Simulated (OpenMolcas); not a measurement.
V2+ with 6 ligands (fluoride) in octahedral coordination (Oh) at 2.1 Å. A charge of +0.667 e stands 2.4 Å behind each ligand. Ligand basis ANO-RCC-VDZP.
```
V     0.0000    0.0000    0.0000
F     2.1000    0.0000    0.0000
F     0.0000    2.1000    0.0000
F    -2.1000    0.0000    0.0000
F     0.0000   -2.1000    0.0000
F     0.0000    0.0000    2.1000
F     0.0000    0.0000   -2.1000
```

* Program: OpenMolcas
* Method: SS-CASPT2, IPEA 0.25 Eh, imaginary shift 0.1 Eh (closed shells correlated: 3s 3p and the ligand valence shells)
* Basis: ANO-RCC-VTZP [6s5p3d2f1g]
* Scalar Hamiltonian: DKH2, point nucleus
* Active space: 3 electrons in 5 orbitals (3d)
* State averaging: 2S+1 = 4 even, 10 roots; 2S+1 = 2 even, 40 roots
* Spin-orbit coupling: RASSI with atomic mean-field integrals over the reference wave functions

Problem. What is the spin-free ground state (labels of O, the rotations of Oh)?

Solution. 4A2, 1-fold in its orbital part, 100 % from free-ion F terms; it has the highest spin that d3 allows.

Problem. Where is the first state of the same spin?

Solution. 4T2 at 9700 cm-1 above the ground state.

Problem. What are the lowest two levels with spin-orbit coupling?

Solution. A 4-fold level Γ8, then a 2-fold level Γ7 9630 cm-1 above it. Their leading multiplicities are 4 (100 %) and 4 (100 %).

Problem. What is χT at 300 K, and how does it compare with the textbook value?

Solution. The lowest level has 2S+1 = 4, for which the spin-only value is χT = S(S+1) / 2 = 1.875 cm3 K/mol (g = 2). The computed 1.851 at 300 K differs by -0.024, through orbital momentum, spin-orbit coupling and any other state in reach.

Roots that are degenerate in the reference are averaged as groups; the widest CASPT2 spread within a group is 220 cm-1 (the 3-fold group of multiplicity 4 near 24000 cm-1 above the lowest state of its run). Shifts and gaps below about the spread of the groups concerned are not significant. Over all roots computed the reference weight is 0.70 to 0.71; a low but even weight reflects the number of correlated electrons. Ligand-to-metal charge-transfer states are missing. These CASPT2 states fit no ligand-field parameters well, so their order and spin gaps are uncertain. With no ligand orbital active B as a rule stays too high, so bands that hang on it stand too high and its fall with covalency is understated. With one d shell and no ligand orbital active, 10Dq can be off by tens of per cent for divalent 3d ions, low with halides held by bare charges and at times high in hosts. Free-ion shares, where given, are those of the reference states; single-state CASPT2 does not remix them. No measured value stands beside these numbers; the geometry was imposed, not optimised, and the real ion may take another.
